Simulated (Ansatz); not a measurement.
`C[BH][GeH2][F]` and `C[BH][GeH2][CH3]` differ in one atom or group.

Ansatz, PBE0-D4/def2-TZVP geometries, multiplicity 1. Each molecule was computed in one conformer, which needn't be the lowest.

Scalar relativity is left out up to krypton.

| property | `C[BH][GeH2][F]` |
| --- | --- |
| LUMO energy (PBE/def2-TZVPP) / eV | -3.09 |
| LUMO energy (PBE0/def2-TZVPP) / eV | -2.13 |
| HOMO energy (PBE0/def2-TZVPP) / eV | -8.07 |
| HOMO energy (ωB97M-V/def2-TZVPP) / eV | -10.23 |
| HOMO–LUMO gap (PBE0/def2-TZVPP) / eV | 5.93 |
| HOMO energy (PBE/def2-TZVPP) / eV | -6.79 |

Question: What does the change do to each property? (Best estimate.)

Answer: Ansatz gave: 
```
                             property  `C[BH][GeH2][CH3]`  shift
    LUMO energy (PBE/def2-TZVPP) / eV               -2.64   0.45
   LUMO energy (PBE0/def2-TZVPP) / eV               -1.67   0.46
   HOMO energy (PBE0/def2-TZVPP) / eV               -7.54   0.53
HOMO energy (ωB97M-V/def2-TZVPP) / eV               -9.69   0.54
 HOMO–LUMO gap (PBE0/def2-TZVPP) / eV                5.86  -0.07
    HOMO energy (PBE/def2-TZVPP) / eV               -6.36   0.43
```

With PBE0 the HOMO rises by 0.53 eV and the LUMO rises by 0.46 eV, so the gap narrows by about 0.07 eV. PBE moves the HOMO by 0.43 eV and ωB97M-V by 0.54 eV.
